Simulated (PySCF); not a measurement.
A structure optimised at PBE-D3(BJ)/def2-SVP, used in a PySCF frequency run:

```xyz
7

C     -0.8276    -2.7939     0.0000
C     -0.1414    -1.6698     0.0000
C      0.5243    -0.5349     0.0000
F      1.8594    -0.4397     0.0000
Br    -0.3374     1.1579     0.0000
H     -1.1287    -3.2891    -0.9415
H     -1.1287    -3.2891     0.9415
```
Charge 0, spin multiplicity 1.

Q: Write its SMILES, formula and point group.

A: C=C=C(F)Br, C3H2BrF, Cs

Q: What are its rotational constants (standard atomic weights)?

A: 5.6119, 1.9165, 1.4432 GHz
